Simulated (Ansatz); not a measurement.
Problem. Name a neutral molecule of Al, C, Cl and H with LUMO energy (ωB97M-V/def2-TZVPP) between 0.55 and 0.85 eV and HOMO–LUMO gap (PBE0/def2-TZVPP) between 6.15 and 6.45 eV (Ansatz, PBE0-D4/def2-TZVP geometry).

Solution. `C=C[CH2][Al]([Cl])[Cl]` (0.81 eV, 6.24 eV). Other molecules can fit too; these were computed, each in one conformer that needn't be the lowest.
